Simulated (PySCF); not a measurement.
C₅H₁₁ClO₂Si.
SMILES with atom numbers: `[CH3:1][CH2:2][C@@H:3]1[CH2:4][O:5][CH2:6][Si@H:7]([Cl:8])[O:9]1`

Structure used (GFN2-xTB), in Å, numbered top down from 1:
```
atom  x, y, z in Å
C1     2.6504    0.9506    0.2532
C2     1.8170   -0.3213    0.1565
C3     0.3570   -0.0648    0.5224
C4    -0.4633   -1.3596    0.5328
O5    -1.8018   -1.1603    0.9024
C6    -2.5915   -0.5642   -0.1279
Si7   -1.7784    1.1036   -0.5802
Cl8   -2.0094    1.6282   -2.4954
O9    -0.1901    0.8404   -0.4155
H10    2.6676    1.3182    1.2766
H11    2.2257    1.7207   -0.3850
H12    3.6715    0.7577   -0.0648
H13    1.8522   -0.7052   -0.8646
H14    2.2160   -1.0850    0.8261
H15    0.2915    0.3972    1.5164
H16   -0.4079   -1.8209   -0.4647
H17   -0.0481   -2.0484    1.2720
H18   -3.5898   -0.4786    0.2983
H19   -2.6506   -1.2580   -0.9797
H20   -2.2232    2.1604    0.3229
```

NICS = −σ at a ghost point: NICS(0) at the centroid of the ring atoms, NICS(1) 1 Å to either side along the normal of their mean plane, zz for the tensor component along that normal. Level: GIAO PBE0/pcSseg-1 (PySCF, non-relativistic, gas phase) on the GFN2-xTB geometry, one conformer.

Ring bond lengths (Å), with Mayer bond orders in brackets: C3–C4 1.533 (1.02), C4–O5 1.403 (0.92), O5–C6 1.428 (0.89), C6–Si7 1.910 (0.89), Si7–O9 1.618 (1.01), O9–C3 1.414 (0.83).

Q: Give the NICS values of each ring in ppm.

A: 
```tsv
ring	type	NICS(0)	NICS(1), two faces	NICS(1)zz, two faces	rms pucker (Å)	centre to ring atoms, mean (Å)
C3–C4–O5–C6–Si7–O9	6-membered ring with 2 O and Si; formal bonds all single	-1.1	-1.4 / -0.8	4.9 / 3.0	0.21	1.50
```

Q: What do they say, and how far can they be read as aromaticity?

A: 
- C3–C4–O5–C6–Si7–O9: mean NICS(1)zz 3.9 ppm, deshielded. C3, C4, C6, Si7 have four or more neighbours; no verdict on aromaticity is drawn.

Q: How shielded are the nuclei of the rings and their hydrogens (means over atoms taken as equivalent)?

A: 
| atoms | environment | σ isotropic (ppm) | principal values of the symmetric part, first atom (ppm) |
| --- | --- | --- | --- |
| C3 | sp3 carbon bound to oxygen | 106.3 | 89.3, 110.2, 119.3 |
| C4 | sp3 carbon bound to oxygen | 108.3 | 85.1, 97.0, 143.0 |
| O5 | cyclic ether oxygen | 316.2 | 268.1, 305.6, 375.0 |
| C6 | sp3 carbon bound to oxygen | 119.8 | 93.6, 98.1, 167.8 |
| Si7 | chlorine-bound silicon | 367.3 | 335.4, 378.8, 387.8 |
| O9 | silyl ether oxygen | 270.5 | 222.4, 251.3, 337.8 |
| H15 | methine hydrogen | 27.77 | 24.6, 26.7, 32.1 |
| H16 | methylene hydrogen | 28.46 | 24.1, 29.3, 31.9 |
| H17 | methylene hydrogen | 27.98 | 22.9, 28.9, 32.1 |
| H18 | methylene hydrogen | 27.91 | 24.0, 26.9, 32.8 |
| H19 | methylene hydrogen | 28.22 | 23.4, 28.4, 32.8 |
| H20 | Si–H hydrogen | 26.27 | 22.7, 23.8, 32.3 |
